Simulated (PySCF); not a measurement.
## Dipole moment and polarisability of HfCl4

HfCl₄ (singlet state).
Geometry (PBE0-D3(BJ)/def2-SVP, Å), atoms numbered from 1 in this order:
```
atom  x, y, z in Å
Hf1   -0.012    0.003    0.019
Cl2   -0.050   -0.041    2.349
Cl3    2.189    0.005   -0.714
Cl4   -1.067    1.910   -0.795
Cl5   -1.059   -1.877   -0.860
```

Level: PBE0/def2-SVPD (PySCF), static field, nuclei fixed, core orbitals frozen in the response. The polarisability tensor in these axes (au):

```
x   93.37 -0.13  0.27
y   -0.13 93.63  0.01
z    0.27  0.01 94.33
```

Q: Give the principal values, the mean and the anisotropy Δα = √{½[(α1 − α2)² + (α2 − α3)² + (α1 − α3)²]}.

A: Principal values 93.26, 93.67 and 94.41 au; mean 93.78 au = 13.90 Å³ = 15.46 × 10⁻⁴⁰ C²·m²/J; Δα = 1.01 au (1 % of the mean).

Q: What is the dipole moment?

A: 0.08 D at this geometry.

Q: What molar refraction does this α imply?

A: Lorentz–Lorenz: R = (4π/3)N_A α = 2.5225 cm³/(mol·Å³) × 13.90 Å³ = 35.1 cm³/mol, in the limit of long wavelengths.

Q: Find the Langevin capture rate constant for H3+ (3.023 u) meeting this molecule (319.822 u), k = 2.342 × 10⁻⁹ cm³/s × √(α in Å³ / reduced mass in u).

A: The reduced mass is 3.00 u, so k = 5.04 × 10⁻⁹ cm³/s.

Q: Refractivity n − 1 of an ideal gas of it at 298.15 K and 1 atm, from the electronic α?

A: N = p/kT = 2.4615 × 10¹⁹ cm⁻³, so n − 1 = 2π × N × 13.90 × 10⁻²⁴ cm³ = 2149 × 10⁻⁶ at long wavelengths, for an ideal gas.

Q: Sum over states: ᾱ = Σ f/ω², ω in Eh. What share falls to these 10 lowest TDDFT singlets (eV, f)? 5.96, 0.0000; 5.96, 0.0000; 5.97, 0.0001; 6.16, 0.0284; 6.16, 0.0297; 6.17, 0.0307; 6.45, 0.0001; 6.46, 0.0001; 6.46, 0.0000; 6.66, 0.0168.

A: They add up to 2.02 au, 2.2 % of the 93.78 au; the largest single term is 0.60 au, from the state at 6.17 eV. Terms in order: 0.00, 0.00, 0.00, 0.55, 0.58, 0.60, 0.00, 0.00, 0.00, 0.28 au. Higher excitations give the rest. The strengths listed sum to 0.106.

Isolated species at its PBE0-D3(BJ)/def2-SVP geometry, gas phase. Atoms past krypton carry effective core potentials; spin–orbit coupling is left out.
